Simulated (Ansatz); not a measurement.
Start from `C1NC[SiH2]1` and change one atom or group to get `FC1NC[SiH2]1`.

Ansatz, PBE0-D4/def2-TZVP geometries, multiplicity 1. 

```csv
property,`C1NC[SiH2]1`
LUMO energy (B3LYP/def2-TZVPP) / eV,0.02
LUMO energy (PBE/def2-TZVPP) / eV,-0.57
size of the dipole moment (ωB97M-V/def2-TZVPP) / D,1.08
LUMO energy (ωB97M-V/def2-TZVPP) / eV,1.82
LUMO energy (PBE0/def2-TZVPP) / eV,0.26
HOMO energy (ωB97M-V/def2-TZVPP) / eV,-8.90
```

(1) Give the same properties after the change, and the shifts. (Best estimate.)

## Answers

(1) Computed: 
```json
{"property": "LUMO energy (B3LYP/def2-TZVPP) / eV", "`FC1NC[SiH2]1`": "-0.23", "shift": "-0.25"}
{"property": "LUMO energy (PBE/def2-TZVPP) / eV", "`FC1NC[SiH2]1`": "-0.82", "shift": "-0.25"}
{"property": "size of the dipole moment (ωB97M-V/def2-TZVPP) / D", "`FC1NC[SiH2]1`": "1.52", "shift": "0.44"}
{"property": "LUMO energy (ωB97M-V/def2-TZVPP) / eV", "`FC1NC[SiH2]1`": "1.61", "shift": "-0.21"}
{"property": "LUMO energy (PBE0/def2-TZVPP) / eV", "`FC1NC[SiH2]1`": "0.01", "shift": "-0.25"}
{"property": "HOMO energy (ωB97M-V/def2-TZVPP) / eV", "`FC1NC[SiH2]1`": "-9.67", "shift": "-0.77"}
```

With PBE0 the HOMO falls by 0.79 eV and the LUMO falls by 0.25 eV, so the gap widens by about 0.54 eV. PBE moves the HOMO by -0.79 eV and ωB97M-V by -0.77 eV. Dipoles are sizes alone; their direction can turn.

B3LYP here is the variant with VWN-RPA as its local correlation; programs differ in this.
